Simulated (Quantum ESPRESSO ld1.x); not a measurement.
Au17+, configuration [Kr] 4d10 4f14 5s2. Calculated with ld1.x of Quantum ESPRESSO 7.5: Dirac Kohn-Sham, PBE, spin-unpolarised, spherical densities, point nucleus.

Radial electron density D(r) = 4 pi r^2 rho(r):

```
   r/bohr * D(r) (the largest magnitude, 146, reaches the edge; | marks zero)
 0.001234 |    *
 0.001607 |       *
 0.002092 |          *
 0.002725 |               *
 0.003548 |                    *
  0.00462 |                           *
 0.006015 |                                 *
 0.007833 |                                       *
   0.0102 |                                          *
  0.01328 |                                         *
  0.01729 |                                       *
  0.02252 |                                     *
  0.02932 |                                        *
  0.03818 |                                                *
  0.04972 |                                                      *
  0.06474 |                                                   *
  0.08429 |                                           *
   0.1098 |                                            *
   0.1429 |                                                  *
   0.1861 |                                          *
   0.2423 |                             *
   0.3155 |                              *
   0.4109 |                               *
    0.535 |                    *
   0.6967 |        *
   0.9071 |  *
    1.181 |*
    1.538 *
    2.003 *
```

D(r) has 4 maxima, at r = 0.0114, 0.0522, 0.145, 0.376 bohr, and minima at 0.0223, 0.0935, 0.269 bohr, inside which lie 2.02, 11.12, 30.23 electrons.
